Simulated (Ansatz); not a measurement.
H5B3N3, doublet, at a GFN2-xTB geometry, with bond 10-5 at 1.5 times its length; B3LYP/6-31G (Ansatz, an electronic-structure program).

The Ansatz input:
Ansatz 0.2 input:
```yaml
crystal:
  periodic: [false, false, false]
  atoms:
    - {symbol: B, position_ang: [-0.91062503, 1.13149532, 0.29076823]}
    - {symbol: N, position_ang: [-1.37695949, -0.12573446, 0.01619112]}
    - {symbol: B, position_ang: [-0.69719392, -1.27831028, -0.27186253]}
    - {symbol: N, position_ang: [0.73883889, -1.11549616, -0.28144257]}
    - {symbol: B, position_ang: [1.35780215, 0.12398515, -0.01596586]}
    - {symbol: N, position_ang: [0.53097538, 1.23144686, 0.26651132]}
    - {symbol: H, position_ang: [-1.57325668, 2.06827039, 0.52850262]}
    - {symbol: H, position_ang: [-1.18458869, -2.32009784, -0.49607420]}
    - {symbol: H, position_ang: [1.29505236, -1.93143915, -0.48782490]}
    - {symbol: H, position_ang: [3.11310211, 0.28426705, -0.03660574]}
    - {symbol: H, position_ang: [0.93489140, 2.13506227, 0.46160388]}
basis:
  gaussian:
    orbitals: 6-31G
hamiltonian:
  xc: b3lyp
magnetization: {spin_polarized: true, initial_magnetization: 1}
```

It wrote (shortened):

```
Functional definition: B3LYP
934 factors; integrals over basis functions are off by at most 2.4e-4 eV
mean field evaluation 1: about -6560.0662 eV, gradient 6.2e1 eV
mean field evaluation 2: about -6447.6194 eV, gradient 1.2e2 eV
mean field evaluation 4: about -6579.7088 eV, gradient 1.6e1 eV
mean field evaluation 8: about -6581.0232 eV, gradient 1.9e-1 eV
mean field evaluation 16: about -6581.1931 eV, gradient 3.1e-3 eV
mean field -6581.19314267 eV, -241.8543871001 hartree, gradient 1.3e-5 eV, S^2 0.754673; 0 other end points of the search recorded, 0 dependent functions left out
reference -6581.19338782 eV, -241.8543961094 hartree; 21, 20 occupied and 43, 44 virtual orbitals, 934 factors
Total energy: -6581.19338782 eV, -241.8543961094 hartree
```
